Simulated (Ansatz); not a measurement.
# Worked example: a bond strength in GeSiH4F2 (SMILES F[SiH](F)[GeH3])

The species is GeSiH4F2 (8 atoms), meant as a singlet with charge 0. As SMILES, `F[SiH](F)[GeH3]`. Geometry: optimised at r2SCAN/def2-SVP.

```xyz
8

F     1.2849   -1.4385    1.2088
Si    1.1363   -0.1149    0.2852
F     1.9779   -0.3895   -1.0726
Ge   -1.1441    0.1716   -0.2758
H     1.7871    1.0123    1.0011
H    -1.9786    0.3878    0.9941
H    -1.6568   -1.0769   -1.0043
H    -1.3148    1.3910   -1.1921
```

Wanted: the dissociation energy of the Ge4–Si2 bond into doublet GeH3 and doublet SiHF2 (shapes relaxed at r2SCAN/def2-SVP, no zero-point term). 1 Eh = 2625.50 kJ/mol = 27.2114 eV. Totals in Eh; open shells run unrestricted unless said.

| level | program | GeSiH4F2 | doublet GeH3 | doublet SiHF2 |
| --- | --- | --- | --- | --- |
| PBE/def2-SVP | Ansatz | -2567.519174 | -2078.156581 | -489.242840 |
| r2SCAN/def2-SVP | Ansatz | -2568.069846 | -2078.476797 | -489.474618 |
| B3LYP/def2-SVP | Ansatz | -2568.251432 | -2078.533173 | -489.600987 |

Work out the dissociation energy at each level.


1. PBE/def2-SVP: (-2078.156581) + (-489.242840) − (-2567.519174) = 0.119753 Eh = 314.4 kJ/mol = 3.26 eV.
2. r2SCAN/def2-SVP: (-2078.476797) + (-489.474618) − (-2568.069846) = 0.118431 Eh = 310.9 kJ/mol = 3.22 eV.
3. B3LYP/def2-SVP: (-2078.533173) + (-489.600987) − (-2568.251432) = 0.117272 Eh = 307.9 kJ/mol = 3.19 eV.

The levels span 308 to 314 kJ/mol; no measured value is set beside them. A bond enthalpy at 298 K also holds the loss of zero-point energy and thermal terms.
